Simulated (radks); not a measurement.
Results of a calculation; reference values are marked as such.
All-electron atom: Ti in [Ar] 3d2 4s2. Code: a radial shooting solver on a logarithmic mesh with Libxc functionals. Model: scalar-relativistic Kohn-Sham, r2SCAN, spin-unpolarised, spherical densities, finite nucleus; meta-GGA in the generalised Kohn-Sham scheme; Fermi nuclear charge, rms radius 3.5921 fm; hard spherical wall at 7 bohr. Some entries of the table are withheld. Estimate them.

orbital  occ.  eigenvalue (hartree)  <1/r> (bohr^-1)
1s          2             -179.6420              (1)
2s          2                   (2)            4.565
2p          6             -16.48373            4.453
3s          2              -2.35761              (3)
3p          6              -1.44498            1.259
4s          2              -0.14304           0.3849
3d          2              -0.12149           0.8606
4p          0              -0.00045           0.3378
4d          0               0.24006           0.3744
5s          0               0.34708           0.3634

Answer. 
(1) 1s <1/r> (bohr^-1): 21.80
(2) 2s eigenvalue (hartree): -19.98158
(3) 3s <1/r> (bohr^-1): 1.391
